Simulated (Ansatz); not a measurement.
Isolated molecules relaxed with PBE0-D4/def2-TZVP in Ansatz; ΔE leaves out vibrations. CBS: MP2 limit from def2 TZ/QZ plus the TZ coupled-cluster correction, frozen cores. This one scheme is used for every species. Functionals use def2-TZVPP. For Ge outer-core shells are correlated without core-valence functions, which leaves a few kJ/mol of doubt a bond. Scalar relativity is left out up to krypton. Each species was taken in one conformer, which may not be the lowest.

`[NH2][GeH2][CH]=O` + H–F → `[NH2][GeH2][F]` + `C=O`  (ligand exchange at a Ge–C bond)

```tsv
level	ΔE (kcal/mol)	difference from CCSD(T)/CBS
r2SCAN-D4	-24.4	-1.3
ωB97M-V	-24.8	-1.7
PBE	-22.5	0.6
r2SCAN	-24.7	-1.6
MP2/def2-TZVPP	-24.1	-1.0
SCS-MP2/def2-TZVPP	-25.7	-2.6
HF/def2-QZVPP	-31.0	-7.9
SCS-MP2/def2-QZVPP	-25.5	-2.4
MP2/CBS(def2)	-23.4	-0.3
CCSD/CBS(def2)	-23.9	-0.8
CCSD(T)/CBS	-23.1	0
```

Largest T1 diagnostic among the species: 0.015.

From PBE to PBE0 (25 % exact exchange), in def2-TZVPP and without D4, ΔE moves by −0.8 kcal/mol. The D4 term adds +1.3 kcal/mol with B3LYP and +0.7 kcal/mol with PBE0; it sums over pairs of atoms, weighted by their polarisabilities, and B3LYP, whose exchange is more repulsive, gets the larger term.

B3LYP here is the variant with VWN-RPA as its local correlation; programs differ in this.
